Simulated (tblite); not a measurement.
Compound: C₆H₁₀FO (doublet state).
Numbering: `[CH2:1]=[CH:2][C:3]([F:4])[CH2:5][O:6][CH2:7][CH3:8]` (hydrogens: H9, H10 on C1; H11 on C2; H12, H13 on C5; H14, H15 on C7; H16, H17, H18 on C8)
Bond orders are those of one Lewis drawing.

Computed with GFN2-xTB (tblite), gas phase: L-BFGS steps from a force-field or distance-geometry start until the largest atomic force falls under 0.01 eV/Å.

Geometry at step 0:
```
atom  x, y, z in Å
C1     -3.0107    0.5913   -1.0381
C2     -2.0951   -0.0991   -0.3838
C3     -1.2346    0.4574    0.6481
F4     -1.3549    1.7876    0.9081
C5     -0.2735   -0.3785    1.4186
O6      0.6660   -1.0152    0.5448
C7      1.7239   -0.1369    0.1383
C8      2.6633   -0.9061   -0.7659
H9     -3.6229    0.1170   -1.7994
H10    -3.1980    1.6465   -0.8345
H11    -1.9443   -1.1582   -0.6058
H12     0.2408    0.2170    2.1725
H13    -0.8226   -1.1662    1.9479
H14     1.3189    0.7227   -0.3964
H15     2.2688    0.2189    1.0251
H16     3.4823   -0.2783   -1.0924
H17     3.0669   -1.7823   -0.2505
H18     2.1170   -1.2875   -1.6483
```

Question: Give the atomic forces at this geometry.

Answer: 
| atom | Fx (eV/Å) | Fy (eV/Å) | Fz (eV/Å) |
| --- | --- | --- | --- |
| C1 | -1.489 | 1.138 | -1.064 |
| C2 | 2.302 | -0.352 | 2.099 |
| C3 | -1.421 | -0.712 | -1.526 |
| F4 | 0.227 | -0.462 | 0.115 |
| C5 | 0.127 | 0.079 | -0.368 |
| O6 | 0.091 | 0.475 | 0.408 |
| C7 | -0.228 | -0.498 | 0.173 |
| C8 | -0.218 | -0.718 | -0.434 |
| H9 | 0.140 | 0.229 | 0.214 |
| H10 | 0.082 | -0.428 | -0.115 |
| H11 | 0.101 | 0.388 | 0.242 |
| H12 | 0.176 | 0.227 | 0.101 |
| H13 | 0.121 | -0.206 | -0.197 |
| H14 | -0.165 | 0.198 | -0.056 |
| H15 | -0.066 | 0.025 | 0.030 |
| H16 | 0.037 | 0.093 | -0.029 |
| H17 | -0.062 | 0.224 | 0.006 |
| H18 | 0.245 | 0.301 | 0.400 |

The largest, 3.14 eV/Å, acts on C2; the rms over all components is 0.644 eV/Å. The forces sum to zero within rounding, as they must for an isolated molecule in no field.

Question: Give the force on C2 in Eh/bohr and in nN.

Answer: 3.135 eV/Å ÷ 51.422 = 0.06097 Eh/bohr, and 3.135 eV/Å × 1.602 = 5.02 nN.

Question: How far is this geometry from the end of the optimisation?

Answer: 0.220 eV above it, and 0.349 Å rms away after alignment. The bonds farthest from their final lengths, with half the difference of the two atoms' forces along the bond (positive lengthens):

```
  bond  now (Å)  final (Å)  force along bond (eV/Å)
 C2–C3    1.454      1.380                    -2.46
 C1=C2    1.320      1.366                    +2.49
 C5–O6    1.432      1.404                    -0.34
C8–H18    1.106      1.086                    -0.62
 O6–C7    1.434      1.416                    -0.38
C1–H10    1.091      1.076                    -0.80
```

The angle farthest from its final value is F4–C3–C5, 120.5° against 114.1°.

Of the 6 listed bonds off by 0.010 Å or more, this force points towards the final length in 6.

What follows is the cost of the whole relaxation. On one thread, Arm Neoverse V2 (aarch64), shared host with 96 logical CPUs at a one-minute load of 34, this took 0.57 s of wall time.
